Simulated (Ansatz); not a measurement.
PdS2⁺. The state is a doublet with charge 1. Geometry PBE-D4/def2-TZVP.

```
atom   x (Å)   y (Å)   z (Å)
 Pd1  -1.091  -0.759  -0.330
  S2   0.911  -0.363   0.668
  S3   0.180   1.123  -0.338
```

In the def2 sets Pd takes a core potential; there is no spin–orbit coupling. At HF/def2-TZVP the charge 1 doublet is spin-contaminated (final ⟨S²⟩ up to 1.35, 0.75 for a pure state). The structure comes from a short search, and lower isomers may exist.

(1) Estimate the α-spin orbital energies around the gap (eV) in Ansatz with HF/def2-TZVP, PBE-D4/def2-TZVP, PBE0-D4/def2-SVP, PBE0-D4/def2-TZVP, ωB97M-V/def2-TZVP.

Results:

(1) 
```tsv
orbital	HF/def2-TZVP	PBE-D4/def2-TZVP	PBE0-D4/def2-SVP	PBE0-D4/def2-TZVP	ωB97M-V/def2-TZVP
HOMO−5	-19.10	-14.72	-15.94	-15.73	-17.73
HOMO−4	-18.83	-13.12	-14.90	-14.73	-17.13
HOMO−3	-18.06	-12.94	-14.74	-14.53	-16.95
HOMO−2	-17.61	-12.45	-14.20	-14.00	-16.33
HOMO−1	-17.56	-12.22	-13.86	-13.67	-16.02
HOMO	-16.07	-11.47	-13.04	-12.84	-14.81
LUMO	-4.36	-10.67	-9.99	-9.79	-7.65
LUMO+1	-4.30	-8.48	-7.40	-7.36	-5.52
LUMO+2	-2.32	-7.14	-6.13	-6.05	-3.86
LUMO+3	-1.64	-5.20	-4.07	-4.40	-3.15
LUMO+4	-1.38	-4.30	-3.44	-3.53	-2.50
LUMO+5	-1.21	-3.97	-3.09	-3.25	-2.14
β HOMO	-16.25	-12.17	-13.82	-13.61	-15.90
β LUMO	-6.00	-10.55	-9.93	-9.67	-7.70
```
